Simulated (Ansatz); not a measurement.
Removing an electron: [CeF6]3- (CeF₆³⁻). The state is a doublet with charge -3. Geometry: r2SCAN-D4/def2-SVP. Ansatz, gas phase; energy differences of separate SCF runs; the oxidised species is a singlet (the triplet lies 4.57 eV higher at PBE0-D4/def2-TZVP).

```xyz
7

Ce    0.0001    0.0000    0.0000
F    -1.0183   -0.1376   -1.9035
F     1.0166    0.1363    1.9048
F     1.9043   -0.2225   -1.0020
F    -1.9043    0.2240    1.0016
F    -0.1324   -2.1474    0.2251
F     0.1340    2.1473   -0.2260
```

In the def2 sets Ce takes a core potential; there is no spin–orbit coupling. Correlated methods freeze 10 core orbitals; core or outer-core shells of Ce are correlated, in sets that lack core-valence functions. With an open 4f shell the SCF may have ended on a state above the lowest. A multiply charged anion in the gas phase is held together partly by the finite basis. Removing one electron lowers the energy by 7.45 eV at PBE0-D4/def2-TZVP, so it isn't bound. HOMO above LUMO, or a gap near zero within one spin, warns that the state may not be the lowest or that an electron is smeared out. No other spin state of charge -3 was run.

```tsv
level	−HOMO (eV)	vertical IE (eV)	−LUMO (eV)	HOMO–LUMO gap (eV)	remarks
PBE0-D4/def2-TZVP	-8.23	-7.45	-9.27	1.04	HOMO above zero (-3 doublet)
PBE-QIDH/def2-TZVP	–	-7.63	–	–	–
```

Task: Estimate the rows for PBE-D4/def2-TZVP.

Result: 
```tsv
level	−HOMO (eV)	vertical IE (eV)	−LUMO (eV)	HOMO–LUMO gap (eV)	remarks
PBE-D4/def2-TZVP	-8.53	-7.33	-8.53	0.00	HOMO above zero (-2 singlet), HOMO above zero (-3 doublet), gap within one spin near zero (-3 doublet)
```

  A HOMO above zero means that the electron is unbound at that level or that self-interaction error raises the level; the energy of removing that electron tells which. HOMO and LUMO are the levels of the spin that leaves or enters (xTB has no such levels and no spin-polarisation term). Other spin states of the ions may lie lower, which would lower the ionisation energy or raise the affinity.
